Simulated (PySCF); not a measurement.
Ga₃, quartet: data card

These are results of UPBE0 in PySCF with Ga def2-TZVP; no relativity; density-fitted integrals, not measurements.

The structure is a minimum.

```
Point group                                                                   : C2v
Bond lengths                                                                  : Ga–Ga 2.565 Å (×2), Ga–Ga 3.075 Å
Bond angles                                                                   : Ga–Ga–Ga 53.2° (×2), Ga–Ga–Ga 73.6°
Entropy at 298.15 K and 1 bar (electronic part: spin only)                    : 337.6 J/(mol K)
Principal polarisabilities                                                    : 83.9, 149.3, 181.5 bohr³
Rotational constants                                                          : 0.087, 0.05172, 0.03244 cm⁻¹
Highest occupied level (α)                                                    : -4.72 eV
Dipole moment                                                                 : 0.33 D
Principal quadrupole moments (Buckingham, traceless) about the centre of mass : -0.75, 0.27, 0.48 D Å
Zero-point energy                                                             : 2.7 kJ/mol
Lowest empty level (β)                                                        : -2.79 eV
Rotational symmetry number                                                    : 2
Spin squared ⟨S²⟩                                                             : 3.756
Heat capacity Cp at 298.15 K                                                  : 57.0 J/(mol K)
Atomisation energy without zero-point energy                                  : 329 kJ/mol
Enthalpy at 298.15 K above 0 K                                                : 15.05 kJ/mol
```

Harmonic modes (masses in u: Ga 68.926):
```json
{"symmetry": "a1", "ω (cm⁻¹)": "74", "IR (km/mol)": "0.4", "μ (u)": "68.93"}
{"symmetry": "b2", "ω (cm⁻¹)": "180", "IR (km/mol)": "8.5", "μ (u)": "68.93"}
{"symmetry": "a1", "ω (cm⁻¹)": "190", "IR (km/mol)": "0.8", "μ (u)": "68.93"}
```

In C2v the vibrations span 2a1 + b2. Here b1 is antisymmetric to the molecular plane and b2 lies in it.

Charges (e):
```
 atom  Mulliken  Löwdin  polar tensor  spin (Mulliken)  Mayer order to Ga1
  Ga1     -0.09   -0.11         -0.22             1.10                   –
Ga2,3      0.04    0.06          0.11             0.95                1.01
```
Other Mayer orders above 0.3: Ga–Ga 0.56.

Mulliken populations on Ga1: s 7.74, p 13.28, d 10.06, f 0.00.

Outer orbital energies (eV). α occupied: -22.70, -22.69, -13.03, -9.79, -8.61, -5.15, -5.12, -4.72; empty: -2.63, -1.71, -0.93, -0.18. β occupied: -22.72, -22.71, -22.66, -22.62, -22.62, -11.72, -8.62, -7.51; empty: -2.79, -2.67, -2.21, -1.90.

Only a few start shapes were tried, so a lower isomer may exist.

The final relaxation and frequency run took 80 s on 4 threads of a shared Arm Neoverse V1 host, with 144 basis functions and 8 gradients; the process peaked at 1.2 GiB.
